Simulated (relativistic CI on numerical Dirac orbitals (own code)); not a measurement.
## Hyperfine structure of P9+, mass number 31

Calculated at this level of theory: Dirac-Coulomb-Breit CI, orbitals from a KLI potential per configuration, QED by a radiative potential, unscaled Slater integrals (own radial code, finite nucleus).

Configuration list (outside the closed core 1s2): 2s²2p², 2s2p³, 2p⁴, 2p³3s, 2s²2p3s, 2p³3p, 2s²2p3p, 2p³3d, 2s²2p3d, 2s2p²3s, 2s2p²3p, 2s2p²3d, 2s²2p4s, 2s²2p4p, 2s²2p4d, 2s²2p4f. Levels of other configurations are missing.

Nuclear spin I = 1/2, μ = 1.13093 μN (tables of Stone and Pyykkö). The electronic factors are computed for point nuclear moments, without core polarisation or the Bohr-Weisskopf and QED corrections.

| Level | E (cm⁻¹) | A (MHz) |
| --- | --- | --- |
| 2s²2p² ³P1 | 3649 | 461.5 |
| 2s²2p² ³P2 | 8982 | 12610 |
| 2s²2p² ¹D2 | 62573 | 17890 |
| 2s2p³ ⁵S°2 | 159709 | 43580 |
| 2s2p³ ³D°2 | 325642 | 25570 |
| 2s2p³ ³D°3 | 325666 | 43540 |
| 2s2p³ ³D°1 | 325861 | -28650 |
| 2s2p³ ³P°1 | 383264 | 61450 |

Levels with J = 0, under 50 % of one LS term, or S terms without an open s electron are left out. Small factors come from cancelling terms and can be off by tens of per cent or more.

At this charge energies of transitions that change n are usually good to better than 1 %, and those within a shell (Δn = 0) to a few per cent.

Question: Give the hyperfine levels of 2s²2p² ³P2 relative to its centre of gravity.

Answer: With K = F(F + 1) − I(I + 1) − J(J + 1), E = AK/2: F = 3/2: -18910, F = 5/2: 12610 MHz.
